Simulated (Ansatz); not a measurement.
Reaction (cleavage of the Si–Si bond): `F[Si]1([SiH3])CS1` + `[OH][InH][Br]` → `[SiH3][O][InH][Br]` + `F[SiH]1CS1`

Computed with Ansatz on PBE0-D4/def2-TZVP structures; ΔE is electronic, products minus reactants. CCSD(T)/CBS adds triple-zeta CCSD(T) − MP2 to the extrapolated MP2 energy (def2 sets, frozen cores). DFT in def2-TZVPP. B3LYP here is the variant with VWN-RPA as its local correlation; programs differ in this. HSE06 is defined as in plane-wave codes. Elements past krypton have def2 core potentials. For Br, In outer-core shells are correlated without core-valence functions, which leaves a few kJ/mol of doubt a bond. Scalar relativity is left out up to krypton. Each species was taken in one conformer, which may not be the lowest.

```json
{"level": "LDA (SPW92)", "ΔE (kJ/mol)": "-74.4", "difference from CCSD(T)/CBS": "27.3"}
{"level": "revPBE-D4", "ΔE (kJ/mol)": "-69.6", "difference from CCSD(T)/CBS": "32.1"}
{"level": "r2SCAN-D4", "ΔE (kJ/mol)": "-92.6", "difference from CCSD(T)/CBS": "9.1"}
{"level": "B97M-V", "ΔE (kJ/mol)": "-96.0", "difference from CCSD(T)/CBS": "5.7"}
{"level": "B3LYP-D4", "ΔE (kJ/mol)": "-96.9", "difference from CCSD(T)/CBS": "4.8"}
{"level": "HSE06-D4", "ΔE (kJ/mol)": "-81.7", "difference from CCSD(T)/CBS": "20.0"}
{"level": "CAM-B3LYP-D4", "ΔE (kJ/mol)": "-104.9", "difference from CCSD(T)/CBS": "-3.2"}
{"level": "PBE-QIDH", "ΔE (kJ/mol)": "-97.9", "difference from CCSD(T)/CBS": "3.8"}
{"level": "PBE", "ΔE (kJ/mol)": "-71.3", "difference from CCSD(T)/CBS": "30.4"}
{"level": "r2SCAN", "ΔE (kJ/mol)": "-92.9", "difference from CCSD(T)/CBS": "8.8"}
{"level": "HSE06", "ΔE (kJ/mol)": "-82.5", "difference from CCSD(T)/CBS": "19.2"}
{"level": "HF/def2-TZVPP", "ΔE (kJ/mol)": "-131.0", "difference from CCSD(T)/CBS": "-29.3"}
{"level": "HF/def2-QZVPP", "ΔE (kJ/mol)": "-133.0", "difference from CCSD(T)/CBS": "-31.3"}
{"level": "SCS-MP2/def2-QZVPP", "ΔE (kJ/mol)": "-113.6", "difference from CCSD(T)/CBS": "-11.9"}
{"level": "HF/CBS(def2)", "ΔE (kJ/mol)": "-133.3", "difference from CCSD(T)/CBS": "-31.6"}
{"level": "MP2/CBS(def2)", "ΔE (kJ/mol)": "-107.5", "difference from CCSD(T)/CBS": "-5.8"}
{"level": "CCSD(T)/CBS", "ΔE (kJ/mol)": "-101.7", "difference from CCSD(T)/CBS": "0"}
```

Largest T1 diagnostic among the species: 0.014.

From PBE to PBE0 (25 % exact exchange), in def2-TZVPP and without D4, ΔE moves by −11.5 kJ/mol. Leaving LDA and LC-ωPBE aside and taking each functional with its dispersion term where it has one, the values, not all of them listed here, spread over 42.0 kJ/mol, from BHLYP-D4 to revPBE-D4. LDA lies −3.1 kJ/mol from PBE without D4. At CCSD(T), def2-SVP lies −4.1 kJ/mol from the extrapolated value and def2-TZVPP −0.9 kJ/mol.
